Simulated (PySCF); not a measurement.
Cd(I)(NH2) (CdH2IN), SMILES [I][Cd][NH2].

Geometry: PBE0-D3(BJ)/def2-TZVP. The def2 effective core potentials stand for the cores of Cd, I; spin–orbit coupling is left out. The values are those of a single conformer.

Method: PBE0-D3(BJ)/def2-TZVP (PySCF).

Frequencies are harmonic and unscaled.

```
mode  ν (cm⁻¹)  IR (km/mol)  moving atoms (share of kinetic energy)
----  --------  -----------  --------------------------------------
1           98          0.3                 N 41 %, Cd 27 %, H 27 %
2           99          5.0                 N 52 %, Cd 30 %, H 13 %
3          205          7.6                         I 50 %, Cd 41 %
4          546         97.4                 N 75 %, H 14 %, Cd 11 %
5          627         52.8                          H 78 %, N 18 %
6          808         15.3                                  H 92 %
7         1557         12.0                           H 92 %, N 8 %
8         3517         10.6                                  H 96 %
9         3610          7.2                           H 92 %, N 8 %
```
